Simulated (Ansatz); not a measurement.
ZnMeBr (CH3BrZn). Charge 0, multiplicity 1. Geometry PBE0-D4/def2-TZVP, basis def2-TZVP, Ansatz.

| run | HOMO (eV) | LUMO (eV) |
| --- | --- | --- |
| A | -9.49 | 0.23 |
| B | -7.23 | -1.04 |
| C | -6.85 | -1.30 |
| D | -7.76 | -0.93 |
| E | -8.16 | -0.57 |
| F | -10.91 | 1.44 |

LC-ωPBE has ω = 0.4 bohr⁻¹. HSE06 is defined as in plane-wave codes, on full-range PBE exchange.

Question: The runs used CAM-B3LYP, HSE06, LC-ωPBE, PBE0, r2SCAN, revPBE. Estimate which is which.

Answer: A CAM-B3LYP (range-separated); B r2SCAN (0 % exact exchange); C revPBE (0 % exact exchange); D HSE06 (range-separated); E PBE0 (25 % exact exchange); F LC-ωPBE (range-separated). Exact exchange lowers occupied and raises empty levels; among semilocal functionals meta-GGAs tend to open the gap a little, and such runs are hard to tell apart. The gap grows from 5.55 eV (revPBE) to 12.34 eV (LC-ωPBE).
